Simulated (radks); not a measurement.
The rubidium ion Rb18+, configuration [Ar] 3d1. Method: scalar-relativistic Kohn-Sham, PBE, spin-unpolarised, spherical densities, finite nucleus; Fermi nuclear charge, rms radius 4.2036 fm; computed with a radial shooting solver on a logarithmic mesh with Libxc functionals. Some entries of the table are withheld. Estimate them.

orbital  occ.  eigenvalue (eV)  r(max) (bohr)  <r> (bohr)
1s          2        -15701.05        0.02629     0.04030
2s          2        -2674.900         0.1493      0.1768
2p          6        -2449.594         0.1195      0.1541
3s          2        -859.3516         0.4255      0.4607
3p          6        -786.4252         0.4143      0.4537
3d          1        -677.7587         0.3437      0.4150
4s          0        -407.3627            (1)      0.9262
4p          0        -379.5431            (2)      0.9417

Answer. 
(1) 4s r(max) (bohr): 0.9131
(2) 4p r(max) (bohr): 0.9285
